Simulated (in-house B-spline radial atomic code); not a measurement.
Ionising the vanadium ion V⁷⁺ with different functionals

Computed with a B-spline radial code for spherical atoms: non-relativistic Hamiltonian, point nucleus, spin-polarised at highest spin, spherical fractional occupations for the functionals, the average over the highest-spin determinants for Hartree-Fock. The ionisation energy is the difference of two self-consistent energies, [Ne] 3s2 3p4 → [Ne] 3s2 3p3, without Breit or QED terms; ε is the level of the shell that loses the electron (its least bound occupied spin orbital).

Hybrids are left out here: with spherical fractional occupations of an open shell their exact exchange keeps a self-interaction that integer-occupation calculations don't have.

| method | rung | ΔSCF (eV) | -ε(3p) (eV) |
| --- | --- | --- | --- |
| Hartree-Fock | Hartree-Fock | ? | ? |
| LDA VWN5 | LDA | 173.42 | 161.97 |
| LDA PW92 | LDA | 173.41 | 161.96 |
| LDA exchange-only | LDA | ? | ? |
| PBE | GGA | 173.01 | 161.70 |
| PBEsol | GGA | 172.92 | 161.62 |
| BLYP | GGA | 173.03 | 161.59 |
| RPBE | GGA | 172.85 | 161.62 |
| PW91 | GGA | 173.20 | 161.88 |
| BP86 | GGA | 173.28 | 161.91 |
| AM05 | GGA | 172.95 | 161.65 |
| OLYP | GGA | 172.85 | 161.75 |
| TPSS | meta-GGA | 172.86 | 161.72 |
| SCAN | meta-GGA | 172.43 | 161.59 |
| r2SCAN | meta-GGA | 172.38 | 161.53 |
| M06-L | meta-GGA | 172.17 | 161.33 |
| revTPSS | meta-GGA | 172.68 | 161.57 |

(1) What does LDA exchange-only give?

(2) What does Hartree-Fock give?

(3) How do they compare with the NIST value?

Results:

(1) ΔSCF 170.85 eV, and -ε(3p) = 159.60 eV.

(2) ΔSCF 171.32 eV, and -ε(3p) = 172.09 eV.

(3) NIST lists 173.6 eV ± 0.21 (semi-empirical, ground level to ground level). Errors run from -2.70 to -0.13 eV; LDA VWN5 is closest (-0.13 eV), though others lie within the uncertainty of it, and part of that can be cancellation, since the calculations leave out relativity, Breit-QED terms, multiplet and fine-structure energies. Hartree-Fock also lacks correlation.
